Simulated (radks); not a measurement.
Results of a calculation; reference values are marked as such.
How relativity changes the ionisation of the erbium ion Er37+ ([Ar] 3d10 4s2 4p1) to Er38+ ([Ar] 3d10 4s2). Spin-unpolarised spherical Kohn-Sham, PBE, point nucleus unless stated (finite: rms radius 5.2516 fm), a radial shooting solver on a logarithmic mesh with Libxc functionals. A level marked "c x" has the speed of light scaled by that factor and shares open shells by 2j + 1; other Dirac levels either fill j = l - 1/2 first or share by 2j + 1.

level                               E(Er37+) (hartree)  E(Er38+) (hartree)  IE (eV)   HOMO  <r> HOMO (bohr)
non-rel.                                   -11685.5943         -11626.7345   1601.7     4p           0.4681
scalar-rel.                                -12265.7887         -12205.6543   1636.3     4p           0.4568
scalar-rel., finite nucleus                -12264.4509         -12204.3162   1636.4     4p           0.4568
Dirac, 2j+1 shares                         -12278.7293         -12218.4924   1639.1  4p3/2           0.4619
Dirac, low j first                         -12280.3083         -12218.4924   1682.1  4p1/2           0.4437
Dirac, 2j+1 shares, finite nucleus         -12277.3822         -12217.1450   1639.1  4p3/2           0.4619
Dirac, c x 0.85                            -12554.9665         -12494.1315   1655.4  4p3/2           0.4597
Dirac, c x 3                               -11744.3758         -11685.3735   1605.5  4p3/2           0.4674
Dirac, c x 10                              -11690.8230         -11631.9505   1602.0  4p3/2           0.4680

NIST Atomic Spectra Database: 1678 eV (theoretical). The relativistic part of the total energy of Er37+ is -591.8 hartree (Dirac, 2j+1 shares, finite nucleus), 5.1 % of the non-relativistic value. Spin polarisation and multiplet splitting of open shells are left out at every level.

Beside tabulated values, note that relativity, absent from the non-relativistic runs, is large for the heavy elements, and spin-unpolarised runs miss the spin-polarisation part of the exchange energy of open shells.
